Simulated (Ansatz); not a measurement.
Start from `[CH3][SnH2][CH2]Cl` and change one atom or group to get `[SiH3][SnH2][CH2]Cl`.

Ansatz, PBE0-D4/def2-TZVP geometries, multiplicity 1. Each molecule was computed in one conformer, which needn't be the lowest.

Elements past krypton have def2 core potentials.

```json
{"property": "HOMO–LUMO gap (B3LYP/def2-TZVPP) / eV", "`[CH3][SnH2][CH2]Cl`": "7.05"}
{"property": "LUMO energy (B3LYP/def2-TZVPP) / eV", "`[CH3][SnH2][CH2]Cl`": "-0.27"}
{"property": "HOMO energy (PBE/def2-TZVPP) / eV", "`[CH3][SnH2][CH2]Cl`": "-6.31"}
{"property": "HOMO energy (ωB97M-V/def2-TZVPP) / eV", "`[CH3][SnH2][CH2]Cl`": "-9.73"}
{"property": "LUMO energy (PBE0/def2-TZVPP) / eV", "`[CH3][SnH2][CH2]Cl`": "-0.02"}
{"property": "HOMO–LUMO gap (ωB97M-V/def2-TZVPP) / eV", "`[CH3][SnH2][CH2]Cl`": "11.08"}
```

Task: Give the same properties after the change, and the shifts. (Estimate.)

Result: The calculation gave: 
| property | `[SiH3][SnH2][CH2]Cl` | shift |
| --- | --- | --- |
| HOMO–LUMO gap (B3LYP/def2-TZVPP) / eV | 6.78 | -0.27 |
| LUMO energy (B3LYP/def2-TZVPP) / eV | -0.63 | -0.36 |
| HOMO energy (PBE/def2-TZVPP) / eV | -6.42 | -0.11 |
| HOMO energy (ωB97M-V/def2-TZVPP) / eV | -9.77 | -0.04 |
| LUMO energy (PBE0/def2-TZVPP) / eV | -0.42 | -0.40 |
| HOMO–LUMO gap (ωB97M-V/def2-TZVPP) / eV | 10.84 | -0.24 |

With PBE0 the HOMO falls by 0.08 eV and the LUMO falls by 0.40 eV, so the gap narrows by about 0.32 eV. PBE moves the HOMO by -0.11 eV and ωB97M-V by -0.04 eV.

B3LYP here is the variant with VWN-RPA as its local correlation; programs differ in this.
